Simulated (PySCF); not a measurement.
Work out the structure from these simulated measurements.

Elements present: Al, C, F, H and N. Monoisotopic mass: 165.0910 u.

* UV, strongest line: among the 10 lowest singlet transitions: S5 at 7.35 eV (169 nm, f = 0.074) [TDDFT CAM-B3LYP/def2-SVPD]
* Triplet: lowest triplet excitation (Tamm–Dancoff): 6.16 eV [TDA CAM-B3LYP/def2-SVPD]
* Dipole: 2.84 D [CAM-B3LYP/def2-SVPD]
* Rotational structure: rotational constants A, B, C: 1.665, 0.880, 0.678 GHz [PBE0-D3(BJ)/def2-SVP]
* 13C NMR: chemical shifts (computed TMS as zero) by class: 106.2 (1 C), 61.5 (1 C), 45.5 (1 C), 36.8 (1 C), 23.2 (1 C), 0.1 (1 C) ppm [GIAO HF/pcSseg-1]
* Polarisability: 107.0 au [CAM-B3LYP/def2-SVPD]

Electronic properties: PySCF, gas phase, density fitting. Levels stand in brackets. Geometry: PBE0-D3(BJ)/def2-SVP, one conformer, isolated molecule. NMR classes are plain means over equivalent atoms (diastereotopic ones count apart unless rotation or inversion swaps them), as if these changed places fast.

Task: Which formula fits the mass and the elements?

Result: C6H14AlF2N (calculated 165.0910). No other formula that holds each of these elements comes within 0.0003 u with a fitting electron parity and a possible valence count.

Task: What is the compound? Reason from the data.

Result: Numbering: `[CH3:1][N+:2]1([CH3:3])[AlH2-:4][CH2:5][CH2:6][C@H:7]1[CH:8]([F:9])[F:10]`. 6 carbons fall into 6 classes; from least to most shielded: CHF2 carbon [C8] (106.2 ppm), ring sp3 carbon bound to nitrogen [C7] (61.5 ppm), N-methyl carbon [C3] (45.5 ppm), N-methyl carbon [C1] (36.8 ppm), ring CH2 carbon [C6] (23.2 ppm), ring CH2 carbon [C5] (0.1 ppm). The optimised geometry has point group C1 and is an asymmetric top. Structure: `C[N+]1(C)[AlH2-][CH2]C[C@H]1C(F)F`. The assignments are read from this structure; whether some other isomer fits the data as well wasn't checked. The mirror image fits equally.
